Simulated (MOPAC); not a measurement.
Job for MOPAC: PM6 on SiN, 2S+1 = 2, a point of a bond scan (R = 1.254 Å).

```
PM6 1SCF PRECISE CHARGE=0 UHF MS=0.5 THREADS=1
NSi

Si    -0.00000000 1    -0.00000000 1    -0.52249227 1
N      0.00000000 1     0.00000000 1     0.73148919 1
```

Program output:

```
*******************************************************************************
 **                                                                           **
 **                              MOPAC v23.2.5                                **
 **                                                                           **
 *******************************************************************************
 ** MOPAC's Digital Object Identifier: https://doi.org/10.5281/zenodo.6511958 **
 **                                                                           **
 ** Please cite the open-source release paper for use of this MOPAC version:  **
 ** J. E. Moussa and J. J. P. Stewart (2026)                                  **
 ** MOPAC: An open-source semiempirical molecular orbital program             **
 ** J. Open Source Softw., 11(119), 8025, https://doi.org/10.21105/joss.08025 **
 *******************************************************************************

                              PM6 CALCULATION RESULTS

 *******************************************************************************
 *  PM6        - The PM6 Hamiltonian to be used
 *  UHF        - UNRESTRICTED HARTREE-FOCK CALCULATION
 *
 *
 *
 *                 CHARGE ON SYSTEM = 0
 *
 *
 *
 *  MS=        - IN MECI, MAGNETIC COMPONENT OF SPIN =  0.5
 *  PRECISE    - TIGHTER CRITERIA TO BE USED
 *  1SCF       - DO 1 SCF AND THEN STOP
 *  THREADS=1  - MULTI-THREADING NOT USED
 *  T=         - A TIME OF 172800.0 SECONDS REQUESTED
 *  DUMP=N     - RESTART FILE WRITTEN EVERY 7200.0 SECONDS REQUESTED
 *******************************************************************************
PM6 1SCF PRECISE CHARGE=0 UHF MS=0.5 THREADS=1
 NSi

   ATOM   CHEMICAL          X               Y               Z
  NUMBER   SYMBOL      (ANGSTROMS)     (ANGSTROMS)     (ANGSTROMS)

     1      Si         -0.00000000  *  -0.00000000  *  -0.52249227  *
     2       N          0.00000000  *   0.00000000  *   0.73148919  *



          CARTESIAN COORDINATES

    NO.       ATOM           X           Y           Z

     1        Si         -0.0000     -0.0000     -0.5225
     2         N          0.0000      0.0000      0.7315

 General Reference for PM6:
 "Optimization of Parameters for Semiempirical Methods V: Modification of NDDO Approximations
 and Application to 70 Elements", J. J. P. Stewart, J. Mol. Mod., 13, 1173-1213 (2007)
 URL: https://link.springer.com/article/10.1007/s00894-007-0233-4

           Empirical Formula: N Si  =     2 atoms



      MOLECULAR POINT GROUP   :   C*v


          UHF CALCULATION, NO. OF ALPHA ELECTRONS =    5
                           NO. OF BETA  ELECTRONS =    4

 -------------------------------------------------------------------------------
 PM6 1SCF PRECISE CHARGE=0 UHF MS=0.5 THREADS=1
 NSi



     1SCF WAS SPECIFIED, SO BFGS WAS NOT USED
     SCF FIELD WAS ACHIEVED


                              PM6 CALCULATION
                                                       MOPAC v23.2.5 Linux




          FINAL HEAT OF FORMATION =        143.65918 KCAL/MOL =     601.07001 KJ/MOL


          COSMO AREA              =         79.76 SQUARE ANGSTROMS
          COSMO VOLUME            =         66.26 CUBIC ANGSTROMS

          IONIZATION POTENTIAL    =          7.464414 EV
          ALPHA SOMO LUMO (EV)    =         -7.464 -0.305
          BETA  SOMO LUMO (EV)    =        -10.228 -0.500
          NO. OF ALPHA ELECTRONS  =          5
          NO. OF BETA  ELECTRONS  =          4
          MOLECULAR WEIGHT        =         42.0922         POINT GROUP:  C*v

          MOLECULAR DIMENSIONS (Angstroms)

            Atom       Atom       Distance
            N     2   Si     1     1.25398
            N     2   Si     1     0.00000
           Si     1    N     2     0.00000


          SCF CALCULATIONS        =          1





   ATOM   CHEMICAL          X               Y               Z
  NUMBER   SYMBOL      (ANGSTROMS)     (ANGSTROMS)     (ANGSTROMS)

     1      Si         -0.00000000  *  -0.00000000  *  -0.52249227  *
     2       N          0.00000000  *   0.00000000  *   0.73148919  *

                             CARTESIAN COORDINATES

   1   Si       -0.000000000    -0.000000000    -0.522492270
   2    N        0.000000000     0.000000000     0.731489190


           Empirical Formula: N Si  =     2 atoms



      MOLECULAR POINT GROUP   :   C*v


          ALPHA EIGENVALUES
 -26.86147 -12.33253 -11.97399 -11.97399  -7.46441  -0.30519  -0.30519  -0.11209
  -0.03387  -0.03387   4.60465   4.60465   5.86902


           BETA EIGENVALUES
 -25.45318 -11.33876 -11.33876 -10.22751  -0.50006  -0.16947  -0.16947   0.02867
   0.02867   1.00639   5.09507   5.09507   6.52830


              NET ATOMIC CHARGES AND DIPOLE CONTRIBUTIONS

  ATOM NO.   TYPE          CHARGE      No. of ELECS.   s-Pop       p-Pop       d-Pop
    1         Si           0.089892        3.9101     1.62868     0.79263     1.48880
    2          N          -0.089892        5.0899     1.62859     3.46130
 DIPOLE           X         Y         Z       TOTAL
 POINT-CHG.     0.000     0.000    -0.541     0.541
 HYBRID         0.000    -0.000    -3.895     3.895
 SUM            0.000    -0.000    -4.437     4.437


          ATOMIC ORBITAL ELECTRON POPULATIONS

     Atom    s        px        py        pz      x^2-y^2     xz        z^2       yz        xy
    1 Si   1.62868   0.28481   0.28481   0.22301   0.00000   0.50177   0.48526   0.50177   0.00000
    2  N   1.62859   1.21342   1.21342   1.03446


                    (SZ)    =    0.500000
                    (S**2)  =    0.774759


          ATOMIC ORBITAL SPIN POPULATIONS

    Atom   Total    s     px     py     pz   x^2-y^2  xz     z^2    yz     xy
         Atomic
    1 Si  0.2590  0.062 -0.019 -0.019 -0.043  0.000 -0.027  0.332 -0.027  0.000
    2  N  0.7410  0.036  0.046  0.046  0.612

 **********************
 *                    *
 * JOB ENDED NORMALLY *
 *                    *
 **********************




 == MOPAC DONE ==
```

The run finished.

Cost: around 0.04 core-seconds (rough).
